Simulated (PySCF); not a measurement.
## H₂GeO: from structure and modes to constants

All numbers come from PBE0/[Ge def2-TZVP, O def2-TZVP, H def2-TZVP], no relativity, density fitting, PySCF.

The singlet minimum has C2v symmetry. Masses (u): Ge 73.92118, O 15.99492, H 1.00782.

```xyz
4
charge 0 multiplicity 1, angstrom
Ge    0.0000    0.0000   -0.2653
O     0.0000    0.0000    1.3669
H     1.2868    0.0000   -1.1144
H    -1.2868    0.0000   -1.1144
```

Harmonic wavenumbers (cm⁻¹): 580.5 (b2, ×1), 600.0 (b1, ×1), 881.3 (a1, ×1), 998.5 (a1, ×1), 2123.5 (a1, ×1), 2126.9 (b2, ×1).

(1) Find the principal moments of inertia and the rotational constants. What kind of rotor is it?

(2) Find the vibrational entropy and heat capacity at 298.15 K.

(3) Give the standard entropy (298.15 K, 1 bar) by its translational, rotational, vibrational and spin parts, and Cp.

Answers

(1) About the centre of mass I = 3.3378, 37.59, 40.927 u Å². With B = 16.8576/I this gives 5.05, 0.4485, 0.4119 cm⁻¹. The molecule is an asymmetric top with κ = -0.98.

(2) With u = 1.43878 ω/T, each mode gives S = R[u/(eᵘ−1) − ln(1−e⁻ᵘ)] and C = R u² eᵘ/(eᵘ−1)².
```
ω (cm⁻¹)       u  S (J/(mol K))  C (J/(mol K))
   580.5   2.802           2.03           4.49
   600.0   2.896           1.88           4.32
   881.3   4.253           0.63           2.20
   998.5   4.818           0.39           1.59
  2123.5  10.247           0.00           0.03
  2126.9  10.264           0.00           0.03
```
The sums over all modes are S = 4.9 and C = 12.7 J/(mol K); the softest mode gives 41 % of the entropy.

(3) Sackur–Tetrode with M = 91.93 u gives 165.2; rotation with symmetry number 2 gives 78.3; vibration 4.9; spin R ln 1 = 0.0. The total is 248.5 J/(mol K), and Cp = 4 R + 12.7 = 45.9 J/(mol K).

Only a few start shapes were tried, so a lower isomer may exist.
